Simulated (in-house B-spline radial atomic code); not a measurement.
Radial electron density of P III (P2+), [Ne] 3s2 3p1. Level of theory: non-relativistic BHandHLYP, spin-polarised, spherical fractional occupations, exact exchange averaged over the configuration, point nucleus; calculated with a B-spline radial code for spherical atoms.

Columns: r (bohr), 4πr²n(r) (electrons per bohr), bar.

```
 0.00397   0.3854 #
 0.00476   0.5411 #
 0.00571   0.7567 ##
 0.00685    1.052 ###
 0.00822    1.455 ####
 0.00986    1.992 #####
  0.0118    2.692 #######
  0.0142    3.629 #########
   0.017    4.783 ############
  0.0204    6.222 ################
  0.0245    7.941 ####################
  0.0294    9.883 #########################
  0.0352    11.93 ###############################
  0.0423    13.96 ####################################
  0.0507    15.67 ########################################
  0.0608    16.79 ###########################################
  0.0729    17.07 ############################################
  0.0875    16.37 ##########################################
   0.105    14.83 ######################################
   0.126    12.92 #################################
   0.151    11.34 #############################
   0.181    10.78 ############################
   0.217    11.55 ##############################
   0.261    13.37 ##################################
   0.313    15.24 #######################################
   0.375    15.99 #########################################
    0.45    14.89 ######################################
    0.54    11.99 ###############################
   0.647    8.283 #####################
   0.776    4.957 #############
   0.931    2.885 #######
    1.12    2.113 #####
    1.34    2.062 #####
    1.61     2.02 #####
    1.93    1.658 ####
    2.31     1.08 ###
    2.77   0.5384 #
    3.33    0.197 #
    3.99   0.0524 
    4.79 0.009222 
    5.74 0.001049 
    6.89 6.939e-05
```

On this grid the curve has 2 maxima, near 0.0729, 0.375 bohr.

The 3s up radial function P(r) = rR(r), positive near the nucleus:

```csv
r (bohr),P
0.00133,0.01268
0.00192,0.01815
0.00276,0.02576
0.00397,0.03638
0.00571,0.05095
0.00822,0.07057
0.0118,0.09583
0.017,0.1272
0.0245,0.1624
0.0352,0.1948
0.0507,0.2123
0.0729,0.1935
0.105,0.113
0.151,-0.042
0.217,-0.2422
0.313,-0.39
0.45,-0.3372
0.647,-0.008129
0.931,0.4794
1.34,0.8148
1.93,0.7433
2.77,0.3881
3.99,0.1018
5.74,0.01051
```
